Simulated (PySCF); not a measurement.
Species: C4H5BF2SSi.
SMILES: `FB(F)[SiH2]c1cccs1`

Torsions of this conformer, `[F:1][B:2]([F:3])[SiH2:4][c:5]1[cH:6][cH:7][cH:8][s:9]1`: F1–B2–Si4–C5 15°, B2–Si4–C5–C6 -12°.

The closed-shell ground state was solved at several levels (PySCF, density fitting, gas phase, non-relativistic). The structure is a single PBE0-D3(BJ)/def2-SVP conformer in the gas phase; no vibrational or solvent corrections.

```tsv
level	basis functions	total energy (Eh)	HOMO (eV)	LUMO (eV)	gap (eV)	dipole (D)
KT3/pcSseg-1	192	-1078.2007	-6.06	-2.06	4.00	1.24
PBE0/pcSseg-1	192	-1067.0286	-7.13	-1.26	5.87	1.32
```

Question: What might CAM-B3LYP/def2-SVPD (237 basis functions) give for the same quantities?

Answer: Total energy -1067.1482 Eh, HOMO -8.35 eV, LUMO -0.23 eV, gap 8.12 eV, dipole 1.44 D.

Question: Over all these levels, which gives the widest orbital gap and which the narrowest?

Answer: CAM-B3LYP/def2-SVPD (range-separated hybrid) has the widest, 8.12 eV, and KT3/pcSseg-1 (GGA) the narrowest, 4.00 eV. Functional and basis both differ between the two, so the spread mixes both effects.

Question: How far do the dipole and the HOMO energy spread over the levels?

Answer: The dipole runs from 1.24 to 1.44 D (mean 1.34 D) and the HOMO from -8.35 to -6.06 eV.
